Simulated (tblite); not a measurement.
Question: What does the GFN2-xTB structure of InChI=1S/C5H6F3/c1-3-2-4(3)5(6,7)8/h3H,2H2,1H3/t3-/m0/s1 look like in three dimensions? (Doublet state.)

Answer: 
Z-matrix in Å and degrees, rows numbered from 1:
```
C 
C   1  1.5099
C   2  1.5248  1  118.87
C   3  1.4635  2   58.74  1   110.75
C   4  1.4665  2  131.12  3  -121.14
F   5  1.3427  4  112.89  2   -77.02
F   5  1.3655  4  112.66  2    42.38
F   5  1.3429  4  112.98  2   161.83
H   1  1.0876  2  109.86  3  -155.04
H   1  1.0864  2  110.59  3   -35.02
H   1  1.0877  2  110.13  3    85.43
H   2  1.0884  1  113.00  3  -145.86
H   3  1.0842  2  121.57  4   107.03
H   3  1.0813  2  116.06  4  -108.44
```

Of the pairs four or more bonds apart, H10···H14 is among the closest relative to their van der Waals radii: 2.50 Å, 104 % of the sum of Bondi's values. The 3 C–F bonds span 1.343 Å (C5–F6, drawn single) to 1.366 Å (C5–F7, drawn single), a spread of 0.023 Å. C4 (carbon bonded to 3 C) is pyramidal (angles 131.1°, 130.4° and 62.7°, sum 324.2°, 0.46 Å off the plane of its three neighbours). The 5 C–C bonds span 1.463 Å (C3–C4, drawn single) to 1.525 Å (C2–C3, drawn single), a spread of 0.062 Å.

Structure optimised with GFN2-xTB, isolated species. This method treats the open shell by occupation alone, without spin polarisation.

Point group: C1 (no symmetry element, even within 0.4 Å). Its GFN2-xTB frequencies are all real (lowest 24 cm⁻¹).

These are computed values.
